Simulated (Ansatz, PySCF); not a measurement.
Torsion H3–S1–Ge2–H4 in GeH2S (SMILES [SH][GeH]); at each angle all else is relaxed with GFN2-xTB, and the levels are single points there.
Geometry at 180° (charge 0, multiplicity 1):
```xyz
4

S     -1.0118     0.5933     0.4381
Ge     0.9990     0.4863    -0.4756
H     -1.5274    -0.4420    -0.2231
H      1.4582     1.7631     0.4122
```

On the grid 0° to 330°, 270° is the highest and 180° the lowest point at CCSD(T)/CBS(def2-TZVPP, def2-QZVPP).

Correlated levels freeze the cores. Filled d and f shells under p-block atoms count as core. CBS: X⁻³ extrapolation of the correlation energy, Hartree–Fock from the larger set. Rows in 6-31G* carry no dispersion term and start afresh at each structure (6-31G* with six Cartesian d functions); the Pople sets are all-electron and without relativity.

Run with Ansatz (an electronic-structure program) with Gaussian orbitals; PySCF for 6-31G* rows, the dispersion terms. 

**Question.** Estimate the energy at 270° less that at 180° that PBE-D3(BJ)/def2-TZVPP returns for this input.

**Answer.** 18.2 kcal/mol
